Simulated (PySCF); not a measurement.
**A survey of $^{29}$Si NMR shifts**

Calculated, not measured (PySCF 2.14): geometry: GFN2-xTB, GIAO PBE0/pcSseg-1 shieldings. Non-relativistic Hamiltonian, one computed conformer, gas phase, rapidly exchanging positions averaged.

Shieldings were converted by a linear fit to measured shifts: $^{29}$Si: δ = 279.94 − 0.822σ (rms 8.9 ppm, 72 shifts, 25.8 ppm with the 6 outliers that the fit left out vs TMS, solution or neat liquid). A few per cent of atoms miss by over 2 rms, more outside the fitted compound classes.

(1) Give the $^{29}$Si shifts of `FCc1cccc([SiH3])c1Cl`.

(2) Order these by $^{29}$Si shift, lowest first.
A. O=CC(F)(C=O)C[SiH3]
B. C[C@@H]1[C@@H]2C[C@@]1(C)C[SiH2]2
C. C#C[C@@]1(Cl)C([SiH2]F)=C[C@H]1C

Answers

(1) 
| compound | environment | δ (ppm) |
| --- | --- | --- |
| FCc1cccc([SiH3])c1Cl | silicon bonded to C, 3 H | -66.9 |

(2) A (-74.7 ppm, silicon bonded to C, 3 H), B (-41.0 ppm, silicon bonded to 2 C, 2 H, in a 5-membered ring), C (-19.5 ppm, silicon bonded to C, F, 2 H).
